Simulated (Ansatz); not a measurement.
Two structures of Si2H3Cl2F, closed shell, reached by relaxing down either side of one saddle point (PBE0-D4/def2-TZVP). Energies are electronic, without zero-point energy. Program: Ansatz 0.2.0. Basis: def2-TZVPP and def2-QZVPP. Cores are frozen in the correlated methods. Extrapolation: Hartree–Fock as exp(−7.88 √X), correlation as X^−2.97. First:

```
8
angstrom
Si -0.8901 -0.2014 0.8477
Si 0.7859 0.0834 -0.7473
F 1.3401 -1.3162 -1.2556
Cl 2.3698 1.1110 0.0212
Cl 0.0873 1.0801 -2.3824
H -0.3308 -0.9363 2.0100
H -1.3533 1.1455 1.2646
H -2.0089 -0.9661 0.2418
```

Second:

Si1  (-0.990, -0.476, 0.782)
Si2  (1.552, 1.573, -1.117)
F3  (-0.567, 0.974, 0.184)
Cl4  (2.515, 0.092, 0.020)
Cl5  (0.834, 0.420, -2.706)
H6  (-0.313, -0.634, 2.087)
H7  (-2.461, -0.440, 0.939)
H8  (-0.572, -1.509, -0.188)
(Å)

Problem. Which bonds change from the first to the second?

Solution. Si₂H₃Cl₂F ([F][Si]([SiH3])([Cl])[Cl]) → SiH₃F ([F][SiH3]) + SiCl₂; bonds formed: Si1–F3; bonds broken: Si1–Si2, Si2–F3.

Problem. Give the saddle point's structure and its height above each. (An estimate is asked for; the value comes from the calculation.)

Solution. The calculation gives: 51.44 kcal/mol above the first and 17.07 kcal/mol above the second (CCSD(T) at an estimated basis limit (MP2 extrapolated from triple and quadruple zeta, plus CCSD(T) − MP2 in triple zeta)).
Si1  (-0.905, -0.396, 0.737)
Si2  (0.898, 0.803, -0.493)
F3  (0.180, -0.874, -0.718)
Cl4  (2.899, 0.349, -0.322)
Cl5  (0.683, 1.574, -2.389)
H6  (-0.259, -0.343, 2.068)
H7  (-1.961, 0.619, 0.523)
H8  (-1.535, -1.733, 0.593)
(Å)

The T1 diagnostic stays at or below 0.013.

Losses and insertions of silylenes and their heavier kin drive the gas-phase chemistry of silicon and germanium vapour deposition.

Labels in which every atom is bracketed show which atoms are joined, not bond orders.

For scale, one of the runs: CCSD(T)/def2-TZVPP, 241 basis functions, launched by `ansatz run in.yaml --threads 4 --pin off --events-out ev --progress --plain --max-ram 9574MiB`. Hardware: 4 CPU threads of an Intel Xeon, shared host. Wall time 2.5 min; peak host memory 4.2 GiB.
